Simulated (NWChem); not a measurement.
CH3BrOTe; SMILES CO[Te]Br

```xyz
7

Te     0.6475     0.6359    -0.0273
Br    -0.1795    -1.7436     0.0170
O     -0.9889     1.5743     0.5681
C     -2.0617     1.6927    -0.3372
H     -2.5305     0.7152    -0.5471
H     -2.8115     2.3395     0.1453
H     -1.7624     2.1512    -1.2965
```
Atoms are numbered in this order, from 1.

The geometry was optimised at PBE0/def2-SVP. Not confirmed as a minimum by frequencies. def2 effective core potentials on Te; no spin-orbit coupling.

### Question
List the 4 lowest vertical singlet excitations from PBE/def2-SVPD with def2 effective core potentials on Te, TDA (NWChem).

### Answer
| state | energy (eV) | oscillator strength | leading excitation (squared amplitude) |
|---|---|---|---|
| S1 | 2.23 | 0.002 | HOMO → LUMO (0.99) |
| S2 | 2.84 | 0.001 | HOMO → LUMO+1 (0.98) |
| S3 | 4.04 | 0.016 | HOMO−1 → LUMO (0.83) |
| S4 | 4.20 | 0.008 | HOMO−2 → LUMO (0.97) |
